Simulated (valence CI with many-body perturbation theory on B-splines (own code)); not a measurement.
**E1 line list for Tl48+**

Method: configuration interaction combined with many-body perturbation theory (CI+MBPT): five valence electrons over a frozen Dirac-Fock core [Ar] 3d10, radial functions for each j: 11 s, 11 p, 10 d, 8 f, 5 g, 2 h, with the one-electron correlation potential Σ1, the two-electron term Σ2, the three-electron term Σ3, Breit, model QED; selected CI, second order for the rest, scaled by the run's own slope (own B-spline code, finite nucleus).

The last digits are not significant, and no measured levels were compared; by estimate large intervals hold to a few tenths of a per cent, small ones and those within an open d or f shell to about a per cent. Among the levels kept, up to 2200 cm⁻¹ of a level comes from second order outside the variational space, and about a tenth of that is noise between levels of different J, which matters for small intervals.

Lines 51 to 100 of 559 in falling wavelength, among levels below 52.538 Ry, chosen from the strongest by gf and those to the six lowest levels. Wavelengths and rates use the calculated energies. Electric multipoles are in the length gauge with retardation, E1 and E2 with the static RPA response of the core. Weak lines are less certain than strong ones. Lines between different terms over intervals too small for the method are left out, as are lines whose strength nearly cancels. Where a level lies close to another of its J and parity, the split of strength between their lines is uncertain. The highest levels of a list are the least certain.

Levels are named by their leading jj configuration (3d3/2^4 stands for four electrons in 3d with j = 3/2), which in mixed levels can hold well under half, so a name can repeat and another be missing. Letters in brackets count levels of one name in rising energy.

| λ vac (nm) | Upper | Lower | A (s⁻¹) | S (a.u.) with core polarisation | S without |
| --- | --- | --- | --- | --- | --- |
| 10.24 | (4s 4p1/2^2 4d5/2^2) J=5/2 | (4s^2 4p1/2 4p3/2 4f7/2) J=3/2 | 1.68e+10 | 5.35e-02 | 5.66e-02 |
| 10.24 | (4s 4p1/2^2 4p3/2 4f5/2) J=7/2 [b] | (4s^2 4p1/2 4p3/2 4f7/2) J=7/2 [b] | 1.23e+10 | 5.20e-02 | 5.50e-02 |
| 10.24 | (4s 4p1/2^2 4d5/2^2) J=5/2 | (4s^2 4p1/2 4p3/2 4f7/2) J=5/2 [b] | 1.18e+10 | 3.75e-02 | 3.96e-02 |
| 10.23 | (4s 4p1/2^2 4p3/2 4d5/2) J=3/2 [b] | (4s^2 4p1/2 4p3/2 4d5/2) J=3/2 [b] | 2.31e+10 | 4.89e-02 | 5.17e-02 |
| 10.22 | (4s 4p1/2 4p3/2^2 4d5/2) J=3/2 [a] | (4s^2 4p3/2^2 4d5/2) J=1/2 | 1.74e+10 | 3.68e-02 | 3.90e-02 |
| 10.16 | (4s 4p1/2^2 4d3/2 4d5/2) J=7/2 [b] | (4s^2 4p1/2 4d3/2 4d5/2) J=9/2 | 3.03e+10 | 1.25e-01 | 1.33e-01 |
| 10.16 | (4s 4p1/2^2 4p3/2 4d5/2) J=3/2 [a] | (4s^2 4p1/2 4p3/2 4d5/2) J=5/2 [a] | 2.90e+10 | 6.00e-02 | 6.35e-02 |
| 10.15 | (4s 4p1/2 4p3/2^2 4d5/2) J=7/2 [a] | (4s^2 4p3/2^2 4d3/2) J=7/2 | 1.02e+10 | 4.19e-02 | 4.44e-02 |
| 10.09 | (4s 4p1/2 4p3/2^2 4d5/2) J=5/2 [d] | (4s^2 4p3/2^2 4d5/2) J=5/2 [a] | 1.80e+10 | 5.49e-02 | 5.82e-02 |
| 9.990 | (4s 4p1/2^2 4p3/2 4d5/2) J=7/2 [a] | (4s^2 4p1/2 4p3/2 4d5/2) J=9/2 | 1.30e+10 | 5.12e-02 | 5.42e-02 |
| 9.974 | (4s 4p1/2 4p3/2^2 4d5/2) J=3/2 [d] | (4s^2 4p3/2^2 4d5/2) J=3/2 | 2.29e+10 | 4.48e-02 | 4.74e-02 |
| 9.913 | (4s 4p1/2 4p3/2^2 4d3/2) J=7/2 [c] | (4s^2 4p3/2^2 4d3/2) J=7/2 | 1.22e+10 | 4.71e-02 | 4.99e-02 |
| 9.864 | (4s 4p1/2^2 4p3/2 4f7/2) J=7/2 [b] | (4s^2 4p1/2 4p3/2 4f7/2) J=9/2 [c] | 2.12e+10 | 8.03e-02 | 8.50e-02 |
| 9.855 | (4s 4p1/2 4p3/2^2 4d5/2) J=5/2 [f] | (4s^2 4p3/2^2 4d5/2) J=5/2 [b] | 2.11e+10 | 5.97e-02 | 6.33e-02 |
| 9.839 | (4s 4p1/2 4p3/2^2 4d5/2) J=3/2 [c] | (4s^2 4p3/2^2 4d5/2) J=5/2 [a] | 2.34e+10 | 4.41e-02 | 4.67e-02 |
| 9.808 | (4s 4p1/2^2 4p3/2 4f7/2) J=9/2 [b] | (4s^2 4p1/2 4p3/2 4f7/2) J=11/2 | 3.18e+10 | 1.48e-01 | 1.57e-01 |
| 9.789 | (4s 4p1/2^2 4p3/2 4d5/2) J=5/2 [b] | (4s^2 4p1/2 4p3/2 4d5/2) J=7/2 [b] | 3.84e+10 | 1.07e-01 | 1.13e-01 |
| 9.772 | (4s 4p1/2^2 4p3/2 4f7/2) J=7/2 [b] | (4s^2 4p1/2 4d5/2^2) J=7/2 [a] | 1.35e+10 | 4.98e-02 | 5.27e-02 |
| 9.701 | (4s 4p1/2 4p3/2^2 4d5/2) J=7/2 [b] | (4s^2 4p3/2^2 4d5/2) J=7/2 | 1.71e+10 | 6.16e-02 | 6.52e-02 |
| 9.676 | (4s 4p1/2^2 4d3/2 4d5/2) J=5/2 [b] | (4s^2 4p1/2 4d3/2 4d5/2) J=7/2 [a] | 2.01e+10 | 5.39e-02 | 5.70e-02 |
| 9.663 | (4s 4p1/2 4p3/2^2 4d5/2) J=3/2 [e] | (4s^2 4p3/2^2 4d5/2) J=5/2 [b] | 2.94e+10 | 5.23e-02 | 5.54e-02 |
| 9.603 | (4s 4p1/2 4p3/2^2 4d5/2) J=5/2 [b] | (4s^2 4p3/2^2 4d5/2) J=7/2 | 1.90e+10 | 4.97e-02 | 5.26e-02 |
| 9.546 | (4s 4p1/2^2 4p3/2^2) J=3/2 | (4s^2 4p1/2 4p3/2^2) J=5/2 | 4.64e+10 | 7.96e-02 | 8.43e-02 |
| 9.529 | (4s 4p1/2^2 4p3/2 4f5/2) J=7/2 [b] | (4s^2 4p1/2 4p3/2 4f7/2) J=9/2 [a] | 2.59e+10 | 8.85e-02 | 9.36e-02 |
| 9.497 | (4s 4p1/2^2 4p3/2 4d3/2) J=3/2 [b] | (4s^2 4p1/2 4p3/2 4d3/2) J=5/2 [a] | 2.37e+10 | 4.01e-02 | 4.24e-02 |
| 9.494 | (4p1/2^2 4p3/2^3) J=3/2 | (4s 4p1/2 4p3/2^3) J=5/2 | 5.68e+10 | 9.60e-02 | 1.02e-01 |
| 9.448 | (4s 4p1/2^2 4p3/2 4f7/2) J=9/2 [b] | (4s^2 4p1/2 4p3/2 4f7/2) J=9/2 [b] | 1.08e+10 | 4.51e-02 | 4.78e-02 |
| 9.425 | (4s 4p1/2^2 4p3/2 4f7/2) J=9/2 [c] | (4s^2 4p1/2 4p3/2 4f7/2) J=11/2 | 9.97e+09 | 4.12e-02 | 4.36e-02 |
| 9.398 | (4s 4p1/2 4p3/2^3) J=3/2 [b] | (4s^2 4p3/2^3) J=3/2 | 2.76e+10 | 4.53e-02 | 4.80e-02 |
| 9.389 | (4s 4p1/2^2 4p3/2 4d5/2) J=7/2 [b] | (4s^2 4p1/2 4p3/2 4d5/2) J=9/2 | 3.10e+10 | 1.01e-01 | 1.07e-01 |
| 9.328 | (4s 4p1/2 4p3/2^2 4d5/2) J=7/2 [c] | (4s^2 4p3/2^2 4d5/2) J=9/2 | 2.43e+10 | 7.77e-02 | 8.22e-02 |
| 9.265 | (4s 4p1/2^2 4p3/2 4d3/2) J=5/2 [b] | (4s^2 4p1/2 4p3/2 4d3/2) J=7/2 | 4.43e+10 | 1.04e-01 | 1.10e-01 |
| 9.201 | (4s 4p1/2 4p3/2^2 4d5/2) J=9/2 [c] | (4s^2 4p3/2^2 4d5/2) J=9/2 | 2.83e+10 | 1.09e-01 | 1.15e-01 |
| 9.127 | (4s 4p1/2 4p3/2^2 4d5/2) J=7/2 [d] | (4s^2 4p3/2^2 4d5/2) J=9/2 | 1.43e+10 | 4.29e-02 | 4.54e-02 |
| 9.112 | (4s 4p1/2^2 4p3/2^2) J=3/2 | (4s^2 4p1/2 4p3/2^2) J=3/2 | 1.56e+10 | 2.33e-02 | 2.47e-02 |
| 9.100 | (4s 4p1/2 4p3/2^2 4d3/2) J=5/2 [e] | (4s^2 4p3/2^2 4d3/2) J=7/2 | 2.52e+10 | 5.63e-02 | 5.96e-02 |
| 8.917 | (4s 4p1/2^2 4p3/2 4d5/2) J=7/2 [b] | (4s^2 4p1/2 4p3/2 4d5/2) J=7/2 [a] | 1.39e+10 | 3.88e-02 | 4.10e-02 |
| 8.813 | (4s 4p1/2 4p3/2^2 4d3/2) J=3/2 [f] | (4s^2 4p3/2^2 4d3/2) J=5/2 | 2.62e+10 | 3.54e-02 | 3.74e-02 |
| 7.517 | (4s^2 4p1/2 4p3/2 4d3/2) J=3/2 [a] | (4s^2 4p1/2 4p3/2^2) J=1/2 | 4.58e+09 | 3.84e-03 | 4.03e-03 |
| 7.509 | (4s^2 4p1/2 4p3/2 4d3/2) J=1/2 [a] | (4s^2 4p1/2 4p3/2^2) J=1/2 | 4.02e+09 | 1.68e-03 | 1.77e-03 |
| 7.204 | (4s^2 4p1/2 4p3/2 4d3/2) J=5/2 [a] | (4s^2 4p1/2 4p3/2^2) J=5/2 | 1.23e+10 | 1.36e-02 | 1.43e-02 |
| 7.176 | (4s^2 4p1/2 4p3/2 4d3/2) J=3/2 [a] | (4s^2 4p1/2 4p3/2^2) J=5/2 | 1.38e+10 | 1.00e-02 | 1.06e-02 |
| 6.948 | (4s^2 4p1/2 4p3/2 4d3/2) J=7/2 | (4s^2 4p1/2 4p3/2^2) J=5/2 | 1.54e+09 | 2.03e-03 | 2.15e-03 |
| 6.927 | (4s^2 4p1/2 4p3/2 4d3/2) J=3/2 [a] | (4s^2 4p1/2 4p3/2^2) J=3/2 | 8.03e+09 | 5.27e-03 | 5.53e-03 |
| 6.921 | (4s^2 4p1/2 4p3/2 4d3/2) J=1/2 [a] | (4s^2 4p1/2 4p3/2^2) J=3/2 | 9.61e+09 | 3.14e-03 | 3.30e-03 |
| 6.917 | (4s^2 4p1/2^2 4d3/2) J=3/2 | (4s^2 4p1/2^2 4p3/2) J=3/2 | 2.45e+10 | 1.60e-02 | 1.68e-02 |
| 6.883 | (4s 4p1/2^2 4d3/2 4d5/2) J=7/2 [b] | (4s 4p1/2^2 4p3/2 4d5/2) J=7/2 [a] | 2.55e+10 | 3.28e-02 | 3.45e-02 |
| 6.803 | (4s^2 4p1/2 4d3/2 4d5/2) J=9/2 | (4s^2 4p1/2 4p3/2 4d5/2) J=9/2 | 2.33e+10 | 3.63e-02 | 3.81e-02 |
| 6.558 | (4s^2 4p1/2 4p3/2 4d3/2) J=3/2 [b] | (4s^2 4p1/2 4p3/2^2) J=1/2 | 1.85e+09 | 1.03e-03 | 1.09e-03 |
| 6.440 | (4s 4p1/2^2 4d3/2 4d5/2) J=9/2 | (4s 4p1/2^2 4p3/2 4d5/2) J=9/2 | 4.41e+10 | 5.82e-02 | 6.11e-02 |
